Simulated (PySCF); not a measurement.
C2H6N, SMILES CC[NH], multiplicity 2. Atoms are numbered in the order given.

```xyz
9

C      0.2020     1.2148     0.0000
C     -0.4971    -0.1357     0.0000
N      0.4376    -1.2278     0.0000
H     -0.5225     2.0313     0.0000
H      0.8359     1.3152    -0.8821
H      0.8359     1.3152     0.8821
H     -1.1672    -0.2228     0.8720
H     -1.1672    -0.2228    -0.8720
H     -0.1080    -2.0963     0.0000
```
Charge 0, spin multiplicity 2.

The structure is a stationary point at B3LYP-D3(BJ)/def2-TZVP. The isomer is the one that the SMILES or the coordinates give; other isomers of the formula were not compared. The values are those of a single conformer.

Level of theory: B3LYP/pcH-1 (PySCF).

Unrestricted Kohn–Sham, ⟨S²⟩ = 0.753. Hyperfine tensors hold the contact and dipolar terms, without spin-orbit corrections.

Q: Estimate the hyperfine couplings. (Estimate from the structure and the level; the computed values follow.)

A: 
```json
[
 {"nucleus": "13C no. 1", "A(iso) (MHz)": "-2.9", "A(iso) (G)": "-1.0", "dipolar principal values (MHz)": "-1.0, -0.8, 1.9"},
 {"nucleus": "13C no. 2", "A(iso) (MHz)": "-33.9", "A(iso) (G)": "-12.1", "dipolar principal values (MHz)": "-4.4, 1.3, 3.2"},
 {"nucleus": "14N no. 3", "A(iso) (MHz)": "31.2", "A(iso) (G)": "11.1", "dipolar principal values (MHz)": "-44.7, -43.4, 88.1"},
 {"nucleus": "1H no. 4", "A(iso) (MHz)": "-3.0", "A(iso) (G)": "-1.1", "dipolar principal values (MHz)": "-1.9, -1.8, 3.7"},
 {"nucleus": "1H no. 5", "A(iso) (MHz)": "-0.6", "A(iso) (G)": "-0.2", "dipolar principal values (MHz)": "-3.4, -3.1, 6.5"},
 {"nucleus": "1H no. 6", "A(iso) (MHz)": "-0.6", "A(iso) (G)": "-0.2", "dipolar principal values (MHz)": "-3.4, -3.1, 6.5"},
 {"nucleus": "1H no. 7", "A(iso) (MHz)": "142.9", "A(iso) (G)": "51.0", "dipolar principal values (MHz)": "-6.9, -4.0, 10.9"},
 {"nucleus": "1H no. 8", "A(iso) (MHz)": "142.9", "A(iso) (G)": "51.0", "dipolar principal values (MHz)": "-6.9, -4.0, 10.9"},
 {"nucleus": "1H no. 9", "A(iso) (MHz)": "-59.4", "A(iso) (G)": "-21.2", "dipolar principal values (MHz)": "-51.7, -10.2, 62.0"}
]
```

Q: And the g tensor (effective nuclear charges for spin-orbit coupling, GIAO)? (An estimate is asked for; the answer gives what the named calculation found.)

A: principal values 2.0022, 2.0039, 2.0081; isotropic 2.0047.
